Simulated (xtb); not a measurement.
C4H10NO (SMILES CC(=O)[NH+](C)C), charge +1, singlet, geometry from GFN2-xTB; GFN0-xTB in xtb 6.7.1.

Here is a job for xtb.
```
$ xtb mol.xyz --gfn 0 --chrg 1 --json

# file mol.xyz
16

C      1.84451228    -0.16032595    -0.88613207
C      0.81613648     0.22032475     0.09313187
O      0.87003053     0.83110118     1.09253692
N     -0.60532822    -0.31101254    -0.31495900
C     -1.51015039     0.83969760    -0.49868829
C     -1.09504241    -1.22078725     0.73817131
H      2.81045386     0.22653082    -0.56585121
H      1.91371221    -1.24471026    -0.97781629
H      1.61364826     0.24472685    -1.87188964
H     -0.53392805    -0.82675388    -1.19809560
H     -2.51417359     0.49527017    -0.73911591
H     -1.54389341     1.41956856     0.42300316
H     -1.15033541     1.47752753    -1.30427800
H     -0.43354487    -2.08042875     0.83147776
H     -1.11917926    -0.68859876     1.68848541
H     -2.09844226    -1.56830884     0.49960104
```

It wrote (shortened):

```
   ID    Z sym.   atoms
    1    6 C      1, 2, 5, 6
    2    8 O      3
    3    7 N      4
    4    1 H      7-16

           -------------------------------------------------
          |                Calculation Setup                |
           -------------------------------------------------

           -------------------------------------------------
          |                 G F N 0 - x T B                 |
           -------------------------------------------------

          ...................................................
          :                      SETUP                      :
          :.................................................:
          :  # basis functions                  44          :
          :  # atomic orbitals                  44          :
          :  # shells                           32          :
          :  # electrons                        36          :
          :  electronic temp.          300.0000000     K    :
          :  accuracy                    1.0000000          :
          :  -> integral cutoff          0.2500000E+02      :
          :  -> integral neglect         0.1000000E-07      :
          ...................................................

         :::::::::::::::::::::::::::::::::::::::::::::::::::::
         ::                     SUMMARY                     ::
         :::::::::::::::::::::::::::::::::::::::::::::::::::::
         :: total energy             -18.572329253587 Eh    ::
         :: gradient norm              0.052400452955 Eh/a0 ::
         :: HOMO-LUMO gap              4.170754368720 eV    ::
         ::.................................................::
         :: H0 energy                -20.078134733190 Eh    ::
         :: repulsion energy           0.274124468764 Eh    ::
         :: electrostat energy         1.283623963450 Eh    ::
         :: -> Gsolv                   0.000000000000 Eh    ::
         ::    -> Gsasa                0.000000000000 Eh    ::
         ::    -> Gshift               0.000000000000 Eh    ::
         :: dispersion energy         -0.004045712801 Eh    ::
         :: short-range corr.         -0.047897239809 Eh    ::
         :: add. restraining           0.000000000000 Eh    ::
         :: total charge               1.000000000000 e     ::
         :::::::::::::::::::::::::::::::::::::::::::::::::::::

           -------------------------------------------------
          |                Property Printout                |
[...]
    10   1 H        0.859     0.317     0.664     1.277
    11   1 H        0.925     0.190     1.153     1.679
    12   1 H        0.925     0.221     0.996     1.561
    13   1 H        0.925     0.188     1.163     1.687
    14   1 H        0.925     0.188     1.163     1.687
    15   1 H        0.925     0.221     0.996     1.561
    16   1 H        0.925     0.190     1.153     1.679

 Mol. C6AA /au·bohr⁶  :       1689.939447
 Mol. C8AA /au·bohr⁸  :      37659.777031
 Mol. α(0) /au        :         61.325254

Wiberg/Mayer (AO) data.
largest (>0.10) Wiberg bond orders for each atom

 ---------------------------------------------------------------------------
     #   Z sym  total        # sym  WBO       # sym  WBO       # sym  WBO
 ---------------------------------------------------------------------------
     1   6 C    3.978 --     2 C    1.017     7 H    0.971     9 H    0.960
                             8 H    0.960
     2   6 C    3.840 --     3 O    2.007     1 C    1.017     4 N    0.776
     3   8 O    2.224 --     2 C    2.007
     4   7 N    3.745 --     5 C    0.959     6 C    0.959    10 H    0.958
                             2 C    0.776
     5   6 C    3.939 --    13 H    0.984    11 H    0.984    12 H    0.982
                             4 N    0.959
     6   6 C    3.939 --    14 H    0.984    16 H    0.984    15 H    0.982
                             4 N    0.959
     7   1 H    0.987 --     1 C    0.971
     8   1 H    0.982 --     1 C    0.960
     9   1 H    0.982 --     1 C    0.960
    10   1 H    0.957 --     4 N    0.958
    11   1 H    0.980 --     5 C    0.984
    12   1 H    0.987 --     5 C    0.982
    13   1 H    0.982 --     5 C    0.984
    14   1 H    0.982 --     6 C    0.984
    15   1 H    0.987 --     6 C    0.982
    16   1 H    0.980 --     6 C    0.984
 ---------------------------------------------------------------------------

Topologies differ in total number of bonds
Writing topology from bond orders to xtbtopo.mol

 dipole moment from electron density (au)
     X       Y       Z
  -0.7279  -0.9138  -1.2780  total (Debye):    4.401

           -------------------------------------------------
          | TOTAL ENERGY              -18.572329253587 Eh   |
          | GRADIENT NORM               0.052400452955 Eh/α |
          | HOMO-LUMO GAP               4.170754368720 eV   |
           -------------------------------------------------

normal termination of xtb
```
